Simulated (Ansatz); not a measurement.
System: sum formula GeN4H9 (charge +1, singlet). It need not be the lowest isomer of its formula. SMILES: [NH2][Ge]([NH2])([NH2])[NH3+]
Geometry from a B3LYP-D3(BJ)/def2-TZVP (Ansatz, a first-principles code) optimisation:
```xyz
14

N      1.8116    -0.2899     0.0391
Ge     0.0529     0.0820     0.1448
N     -0.9273    -0.8318     1.3475
N     -0.4792     1.7494    -0.2786
N     -0.5682    -0.8804    -1.5540
H      2.4051     0.3224    -0.5039
H      2.2729    -0.5699     0.8934
H     -0.5556    -1.6944     1.7212
H     -1.3806    -0.2937     2.0728
H     -1.4286     2.0241    -0.0662
H      0.1647     2.5012    -0.0756
H     -1.4582    -1.3514    -1.3942
H     -0.6895    -0.2165    -2.3183
H      0.1170    -1.5786    -1.8415
```
Charge +1, spin multiplicity 1.

Parts of the frozen-core correlation energy in cc-pVTZ (Ansatz, hartree). Frozen orbitals: 18; correlated occupied orbitals by spin: 16 and 16; virtual: 255 and 255. Spin-orbit coupling is left out. No relativistic terms.

```
term                             value
-------------------------  -----------
reference (HF)             -2298.41526
MP2 opposite-spin                  [?]
MP2 same-spin                 -0.23269
CCSD correlation                   [?]
(T)                                [?]
T1 diagnostic                    0.010
largest doubles amplitude        0.020
```

Q: What belongs in the gaps?

A: 
- MP2 opposite-spin, value: -0.74672
- CCSD correlation, value: -1.01512
- (T), value: -0.03826
